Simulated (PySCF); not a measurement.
Level of theory: PySCF with B3LYP-D3(BJ)/def2-TZVP. All species are isolated molecules in the gas phase. B3LYP has the VWN-RPA correlation part, as in Gaussian. 

Reference species (SMILES): `BrCBr` (neutral, multiplicity 1).

| Property | Result |
|---|---|
| dipole moment | 1.52 D |

Changed species: `C(Br)(Br)(Br)Br` (whole molecule; the reference has whole molecule).

Problem. Predict the effect on the dipole moment.

Solution. the dipole moment drops by 1.52 D, to 0.00 D.
